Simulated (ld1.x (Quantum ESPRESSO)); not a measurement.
vanadium: one change to a TM potential, before and after

```
Element                 : vanadium
Generator               : ld1.x (Quantum ESPRESSO) 7.5
Type                    : norm-conserving Troullier–Martins (Kleinman–Bylander form)
Functional              : PBEsol
Relativity              : scalar-relativistic
Frozen core             : [Ne] 3s2
Valence charge          : 11
Reference configuration : 3p6 3d3 4s1 4p0 (charge +1)
Partial waves           : 3p (bound): rc 1.70 bohr; 3d (bound): rc 1.85 bohr; 4s (bound): rc 2.15 bohr
Local potential         : the s channel
Core correction         : Bessel-smoothed model core inside 0.90 bohr
```

Change: wave 3d (bound): rc 1.85 bohr becomes 3d (bound): rc 2.52 bohr.

Cutoffs: the cutoffs (Ry, on a coarse ladder) from which the occupation-weighted sum of valence levels, in a spherical-Bessel basis at the reference potential, stays within 10 and 1 mRy of its value at 400 Ry; they do not see the model core or the augmentation charge, which bear on the density cutoff. Errors are all-electron minus pseudo energies relative to the spin-unpolarised reference configuration.

Task: What does the change do?

Result: The potential gets softer (70 Ry and 90 Ry → 45 Ry and 80 Ry); of the 7 tests that both files solve, the error grows in 0 and shrinks in 5 by more than 15 % and 0.3 meV (median size 158.9 → 38.8 meV); neither file shows a bound ghost at the reference potential, the only one tested. A larger radius leaves more room for a smooth pseudo-wave, so fewer plane waves are needed. That the errors move this way runs against the usual rule that smaller radii transfer better.

```tsv
quantity	base	changed
cutoff, loose	70 Ry	45 Ry
cutoff, tight	90 Ry	80 Ry
loose cutoff by channel (10 mRy a level)	p 40 Ry, d 60 Ry, s 6 Ry	p 40 Ry, d 40 Ry, s 6 Ry
bound ghosts	none	none
error for 3p6 3d3 4s2 4p0, meV [ΔE -7.75 eV]	-1.5	+0.7
error for 3p6 3d3 4s0 4p0, meV [ΔE 14.20 eV]	-12	-12
error for 3p6 3d2 4s0 4p0, meV [ΔE 43.05 eV]	-159	+35
error for 3p6 3d2 4s2 4p1, meV [ΔE -1.95 eV]	-998	-757
error for 3p6 3d3 4s0 4p2, meV [ΔE -0.87 eV]	-1269	-1269
error for 3p6 3d4 4s0 4p0, meV [ΔE -0.59 eV]	-162	-39
error for 3p6 3d4 4s1 4p0, meV [ΔE -7.17 eV]	-96	-42
```

Base: These tests converged, but a pseudo level misses the all-electron one widely, so the file describes the atom poorly there or has found another state: 3p6 3d2 4s0 4p0: empty 4p by 2.6 eV (a node warning on the way). Changed file: These tests converged, but a pseudo level misses the all-electron one widely, so the file describes the atom poorly there or has found another state: 3p6 3d2 4s0 4p0: empty 4p by 2.5 eV (a node warning on the way).
